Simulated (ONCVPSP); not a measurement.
**W: one change to an ONCV potential, before and after**

* Element: W
* Generator: ONCVPSP 4.0.1
* Type: optimised norm-conserving Vanderbilt (ONCV)
* Functional: PBE
* Relativity: fully relativistic
* Frozen core: [Kr] 4d10 4f14
* Valence charge: 14
* Reference configuration: 5s2 5p6 5d4 6s2
* Partial waves: 5s+6s: rc 1.50 bohr, ncon 4, nbas 7, qcut 7.8 1/bohr, 2 projectors; 5p: rc 1.20 bohr, ncon 4, nbas 7, qcut 6.1 1/bohr, 2 projectors, debl 3 Ha; 5d: rc 1.90 bohr, ncon 4, nbas 8, qcut 4.6 1/bohr, 1 projector
* Local potential: polynomial inside 0.95 bohr (lpopt 1, dvloc0 1 Ha)
* Core correction: polynomial model core, fcfact 0.2

Open shells are filled in proportion to 2j + 1.

Change: scalar-relativistic.

Cutoffs: the cutoffs (Ha) at which the residual kinetic energy of the hardest occupied pseudo-wave falls to 1 and 0.1 mHa per electron; they do not see the model core or the augmentation charge, which bear on the density cutoff. Errors are all-electron minus pseudo energies relative to the spin-unpolarised reference configuration.

Task: How do hardness, ghosts and transferability respond?

Result: The potential gets neither clearly harder nor softer (91 Ha and 107 Ha → 87 Ha and 104 Ha); the p channel sets the loose cutoff, while the largest relative change is in d, which becomes softer; of the 4 tests that both files solve, the error grows in 4 and shrinks in 0 by more than 15 % and 0.3 meV (median size 1.5 → 7.4 meV); neither file shows a bound ghost.

| quantity | base | changed |
| --- | --- | --- |
| cutoff, loose | 91 Ha | 87 Ha |
| cutoff, tight | 107 Ha | 104 Ha |
| loose cutoff by channel | s 24 Ha, p 91 Ha, d 29 Ha | s 24 Ha, p 87 Ha, d 22 Ha |
| bound ghosts | none | none |
| GHOST(+) flags under 300 eV | s at 110.1 eV | s at 111.4 eV |
| error for 5s2 5p6 5d4 6s1, meV [ΔE 8.89 → 8.88 eV] | -0.3 | -3.5 |
| error for 5s2 5p6 5d4 6s0, meV [ΔE 24.57 → 24.56 eV] | -2.7 | -11 |
| error for 5s2 5p6 5d3 6s0, meV [ΔE 49.94 eV] | -15 | -28 |
| error for 5s2 5p6 5d4 6s1 6p1, meV [ΔE 4.46 → 4.50 eV] | -0.1 | -1.4 |
| s: phases at 1.52 bohr within 0.05 rad from the reference energy up to (Ha; the scan ends near 5) | 3.3 | 3.4 |
| rms error of d²Exc/dni dnj with the model core, mHa | 2.95 | 0.22 |
